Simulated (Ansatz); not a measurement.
Coupled-cluster diagnostics for TaS(OSiH3)3 (TaSi3SO3H9), Ansatz.

Geometry of the singlet (r2SCAN-D4/def2-SVP):

```tsv
atom	x (Å)	y (Å)	z (Å)
Ta1	-0.149	0.134	0.238
S2	-1.199	1.095	1.897
O3	-0.239	-1.748	0.481
Si4	-0.649	-3.211	1.195
H5	-1.300	-2.956	2.511
H6	0.595	-4.008	1.382
H7	-1.582	-3.936	0.288
O8	1.656	0.723	0.252
Si9	3.014	1.560	0.776
H10	2.640	2.454	1.908
H11	3.541	2.362	-0.363
H12	4.039	0.572	1.215
O13	-1.003	0.640	-1.382
Si14	-2.107	1.416	-2.380
H15	-3.069	2.191	-1.549
H16	-2.827	0.385	-3.178
H17	-1.360	2.328	-3.291
```

In the def2 sets Ta takes a core potential; there is no spin–orbit coupling. Correlated methods freeze 23 core orbitals; core or outer-core shells of Ta are correlated, in sets that lack core-valence functions.

Problem. Estimate the CCSD(T) correlation energy, the shares of MP2 and (T), T1 and the reference's ⟨S²⟩ for: charge 0, singlet, own geometry in def2-SVP; and the rough time on 2 threads of AMD EPYC 7R13 on a shared host and a share (18 GiB) of an NVIDIA H100 80GB HBM3.

Solution. 
```json
{"state": "charge 0, singlet, own geometry", "basis": "def2-SVP", "correlation (eV)": "-37.329", "MP2 share (%)": "92.8", "(T) share (%)": "3.5", "T1": "0.019", "⟨S²⟩ (pure)": "0.00 (0.00)", "wall time": "21 s"}
```
Customary marks for T1 are 0.02 (closed shells), 0.045 (open shells) and about 0.05 (3d metals). T1 stays under 0.02 throughout.
